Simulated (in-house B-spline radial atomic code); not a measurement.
Yb6+: [Kr] 4d10 4f12 5s2 5p3 6d1 (an excited or competing configuration)

Method: Dirac-Hartree-Fock, average of configuration, Fermi nucleus of rms radius 5.3108 fm. Calculated with a B-spline radial code for spherical atoms.

Z_r = [3n² - l(l+1)]/(2<r>); Z_e = n√(-2ε); the last column is Slater's effective charge. Values are occupation-weighted means over j. An effective charge above Z reflects the relativistic contraction of the inner shells.

| shell | electrons | ε (eV) | <r> (bohr) | Z_r | Z_e | Slater |
| --- | --- | --- | --- | --- | --- | --- |
| 1s | 2 | -61811 | 0.01966 | 76.30 | 67.40 | 69.70 |
| 2s | 2 | -10688 | 0.08269 | 72.56 | 56.06 | 65.85 |
| 2p | 6 | -9475.8 | 0.07378 | 67.77 | 52.78 | 65.85 |
| 3s | 2 | -2547.3 | 0.2157 | 62.60 | 41.05 | 58.75 |
| 3p | 6 | -2170.6 | 0.2151 | 58.12 | 37.89 | 58.75 |
| 3d | 10 | -1687.3 | 0.1961 | 53.56 | 33.41 | 48.85 |
| 4s | 2 | -613.27 | 0.4875 | 49.23 | 26.85 | 42.25 |
| 4p | 6 | -485.74 | 0.5164 | 44.54 | 23.90 | 42.25 |
| 4d | 10 | -309.64 | 0.5568 | 37.72 | 19.08 | 30.85 |
| 5s | 2 | -154.47 | 1.139 | 32.93 | 16.85 | 15.10 |
| 5p | 3 | -121.58 | 1.274 | 28.66 | 14.95 | 15.10 |
| 4f | 12 | -117.2 | 0.6627 | 27.16 | 11.74 | 20.15 |
| 6d | 1 | -39.003 | 3.338 | 15.28 | 10.16 | 7.00 |

The least bound orbital is 6d5/2 at -38.87 eV, and it is also the most diffuse (<r> = 3.351 bohr).

Spin-orbit splittings of the orbital energies (j = l + 1/2 above j = l - 1/2 when positive): 2p 1049 eV, 3p 226.5 eV, 3d 48.94 eV, 4p 51.96 eV, 4d 9.677 eV, 5p 8.372 eV, 4f 1.565 eV, 6d 0.3319 eV.

For the 1s electron the small component carries 6.9 % of the norm, the zero-frequency Breit interaction raises the level by 202.3 eV, self-energy by 124.3 eV, and vacuum polarisation lowers it by 22.14 eV.
